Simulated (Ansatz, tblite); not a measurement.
Forces on Hg₂O₂⁻ at its r2SCAN-D4/def2-TZVPD geometry. The state is a doublet with charge -1.

In the def2 sets Hg takes a core potential; there is no spin–orbit coupling. The xTB rows come from tblite. The structure holds one bond between oxygen atoms, so isomers without such links may lie far lower. At PBE-D4/def2-TZVPD the highest occupied level of the charge -1 doublet lies above zero (up to 1.11 eV). By energy differences its removal costs 1.95 eV (vertical, to the charge 0 triplet, at PBE-D4/def2-TZVPD); a positive level beside a positive removal energy at the same level points to self-interaction error. The structure comes from a short search, and lower isomers may exist.

GFN1-xTB (tblite), largest force 1.28 eV/Å:

```xyz
4
positions Å, forces eV/Å
Hg   -2.039   -0.623    0.541    0.224    0.257   -0.407
Hg   -0.083    1.025   -1.604   -0.433   -0.097   -0.070
O     1.536   -0.279    0.076    0.653   -0.107   -0.723
O     0.586   -0.123    0.987   -0.444   -0.053    1.199
```

GFN2-xTB (tblite), largest force 0.84 eV/Å:

```
Hg 0.078 0.323 -0.599
Hg -0.835 -0.057 -0.023
O 0.705 -0.313 -0.108
O 0.053 0.047 0.730
```

PBE-D4/def2-TZVPD (Ansatz), largest force 0.27 eV/Å:

```
Hg -0.192 -0.072 0.041
Hg -0.027 0.133 -0.206
O 0.237 -0.076 -0.093
O -0.017 0.015 0.257
```
